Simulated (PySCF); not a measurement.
A structure optimised at PBE-D3(BJ)/def2-SVP, used in a PySCF frequency run:

```xyz
7

Ta     0.0134     0.0015     0.0000
N     -0.0979     1.7741     0.0000
H     -0.1143     2.7943     0.0000
F      0.9219    -0.5320     1.5840
F      0.9219    -0.5320    -1.5840
O     -1.7683    -0.6894     0.0000
H     -2.6263    -0.2318     0.0000
```

Q: Write its SMILES, formula and point group.

A: [NH]=[Ta]([OH])([F])[F], F2H2NOTa, Cs

Q: What are its rotational constants (standard atomic weights)?

A: 3.1651, 3.0521, 2.7352 GHz
